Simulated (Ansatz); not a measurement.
CH$_{6}$BF$_{2}$NSi, SMILES `B[C@@H](F)[Si@@H](N)F`, relaxed with RKS PBE0-D4/def2-TZVP in the Gaussian-basis code of Ansatz from a PBE-D4/def2-SVP geometry. The force threshold is 0.005 eV/Å; the program also tests the step.

The species carries charge 0 and has multiplicity 1.

Start:

```xyz
12

B    -0.561   -1.836   -0.469
C    -0.060   -0.874    0.614
F     1.298   -0.958    0.978
Si   -0.316    0.845   -0.240
N     0.919    1.823    0.426
F    -0.188    0.574   -1.869
H     0.193   -2.527   -1.121
H    -1.755   -1.829   -0.705
H    -0.690   -0.823    1.534
H    -1.675    1.435   -0.051
H     1.791    1.357    0.692
H     1.045    2.812    0.209
```

```csv
step,energy (eV),largest force (eV/Å),largest move (Å)
1,-16605.9786,1.144,0.000
2,-16606.0467,0.738,0.040
3,-16606.0661,0.277,0.083
4,-16606.0679,0.248,0.179
5,-16606.0763,0.034,0.084
6,-16606.0768,0.016,0.013
7,-16606.0771,0.017,0.025
8,-16606.0773,0.021,0.011
9,-16606.0775,0.022,0.020
10,-16606.0775,0.027,0.020
11,-16606.0776,0.007,0.007
12,-16606.0776,0.003,0.002
```

End:

```xyz
12

B    -0.615   -1.904   -0.438
C    -0.032   -0.862    0.515
F     1.321   -1.013    0.853
Si   -0.254    0.860   -0.279
N     0.903    1.852    0.445
F    -0.086    0.691   -1.867
H     0.065   -2.716   -0.986
H    -1.790   -1.839   -0.659
H    -0.610   -0.787    1.449
H    -1.618    1.397   -0.087
H     1.791    1.470    0.727
H     0.926    2.850    0.327
```

Hardware: 4 threads of a server CPU on a shared host. Wall time 60 s, peak host memory 0.64 GiB.
